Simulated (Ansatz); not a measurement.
C2H7BeNO, SMILES C[N]([Be][OH])C.

Coordinates come from a PBE0-D3(BJ)/def2-SVP optimisation. The structure was generated by enumeration; whether it is a known compound was not checked. The values are those of a single conformer.

Two levels are set side by side: PBE/def2-SVPD (Ansatz, an electronic-structure program) and PBE0/def2-SVPD (Ansatz). Energy differences of separate SCF runs at the same geometry; the states with an electron removed or added have multiplicity 2 and 2. Differences are taken from unrounded values.

```tsv
quantity	PBE0	PBE	PBE minus PBE0
vertical ionisation energy (eV)	8.23	8.15	-0.08
vertical singlet–triplet gap (eV)	4.82	4.60	-0.22
```
